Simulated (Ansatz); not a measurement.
`CC[O][Ti]([F])([F])[F]`. Charge 0, multiplicity 1.

Z-matrix (Å, degrees):
```
C
C 1 1.510
H 1 1.092 2 110.8
H 1 1.091 2 110.8 3 120.6
H 1 1.092 2 109.7 3 -119.7
O 2 1.404 1 111.2 3 -60.3
H 2 1.095 1 111.1 3 59.6
H 2 1.095 1 111.1 3 179.7
Ti 6 1.734 2 171.5 1 0.0
F 9 1.758 6 109.4 2 118.4
F 9 1.757 6 109.1 2 -1.4
F 9 1.758 6 109.5 2 -121.2
```

(1) What are the harmonic wavenumbers in cm⁻¹ at PBE0-D4/def2-TZVP (Ansatz, finite differences of forces, unscaled)? (An estimate is asked.)

(2) Is this a minimum?

(3) Give the ideal-gas thermochemistry at 298.15 K and 1 bar (rigid rotor, harmonic oscillator; point group Cs, symmetry number 1).

(4) And at 400, 500, 600, 800 and 1000 K?

(5) Rotational constants (cm⁻¹)?

Answers

(1) Ansatz gave: 16, 29, 41, 183, 191, 206, 225, 231, 275, 419, 610, 732, 780, 782, 805, 962, 1110, 1166, 1209, 1302, 1388, 1411, 1476, 1487, 1505, 3045, 3058, 3085, 3139, 3145.

(2) Yes, all 30 modes are real.

(3) Zero-point energy 203.4 kJ/mol; H(298) − E = 231.2 kJ/mol; entropy 428.9 J/(mol·K), of which translation 171.3, rotation 120.8, vibration 136.7; G(298) − E = 103.3 kJ/mol. Modes under 100 cm⁻¹ are hindered rotations or soft bends, so the harmonic entropy is rough.

(4) 
```tsv
T (K)	H − E (kJ/mol)	S (J/mol/K)	G − E (kJ/mol)
400	245.8	470.9	57.4
500	262.2	507.4	8.5
600	280.2	540.2	-43.9
800	320.1	597.4	-157.9
1000	363.7	646.1	-282.4
```

(5) 0.09596, 0.0379, 0.0369.
